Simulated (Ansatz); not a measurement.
Relaxation of GaH8NO2 (12 atoms, charge 0, multiplicity 1), to a largest force component of 0.03 eV/Å in at most 50 steps.

Level of theory: RKS PBE-D4/def2-SVP (Ansatz 0.2.0).

```xyz
12
Properties=species:S:1:pos:R:3
Ga -1.583 0.416 -1.134
N 0.317 -1.756 0.272
H -0.873 0.179 -2.511
H -2.911 -0.174 -0.525
H 1.092 1.320 0.789
O -0.844 1.873 -0.238
H 0.999 -1.107 0.681
O 1.926 0.915 1.100
H 0.826 -2.404 -0.341
H -0.078 -2.312 1.039
H -1.350 2.078 0.572
H 2.479 0.973 0.296
```

Task: Where does it end, and by what steps?

Result: It converged. After 11 steps the energy has fallen by 1.070 eV; Ga1 moved furthest, 0.64 Å. Joined: Ga1–N2 (3.21 → 2.11 Å).

| step | energy less start (eV) | largest force component (eV/Å) | accepted |
| --- | --- | --- | --- |
| 0 | 0.0000 | 0.560 | yes |
| 1 | -0.2936 | 0.520 | yes |
| 2 | -0.5928 | 1.112 | yes |
| 3 | -0.9351 | 0.730 | yes |
| 4 | -1.0021 | 1.190 | yes |
| 5 | -1.0055 | 1.489 | yes |
| 6 | -1.0411 | 1.004 | yes |
| 7 | -1.0005 | 0.859 | no |
| 8 | -1.0620 | 0.529 | yes |
| 9 | -1.0667 | 0.070 | yes |
| 10 | -1.0696 | 0.037 | yes |
| 11 | -1.0699 | 0.018 | yes |

```xyz
12
Properties=species:S:1:pos:R:3
Ga -1.163 0.011 -0.866
N 0.107 -1.349 0.132
H -0.562 -0.019 -2.328
H -2.631 -0.408 -0.437
H 0.876 1.200 0.695
O -0.558 1.556 0.041
H 0.900 -0.727 0.481
O 1.731 0.698 0.929
H 0.496 -2.083 -0.474
H -0.322 -1.810 0.944
H -1.232 1.926 0.638
H 2.356 1.005 0.246
```

Whether the end is a true minimum wasn't checked by a vibrational analysis.

The run took 37 s on 2 threads of Intel(R) Xeon(R) Platinum 8488C (Sapphire Rapids) (shared host), peak memory 0.18 GiB.
